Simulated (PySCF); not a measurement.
Vertical excitations of a molecule C₄H₉O, multiplicity 2 from PySCF 2.14.0 with TDA-PBE/def2-SVPD, as energy in eV (oscillator strength): 3.53 (0.006), 4.81 (0.031), 4.91 (0.004), 5.56 (0.001), 5.84 (0.004), 5.89 (0.006), 6.05 (0.006), 6.18 (0.002), 6.21 (0.001), 6.37 (0.021). Geometry optimised at PBE0-D3(BJ)/def2-SVP. Other conformers were not sampled.

Which molecule gave these data?
(A) CC(C)(C)[O]
(B) C[CH]COC
(C) [CH2]C(C)(C)O
(D) C[CH]OCC

C, [CH2]C(C)(C)O
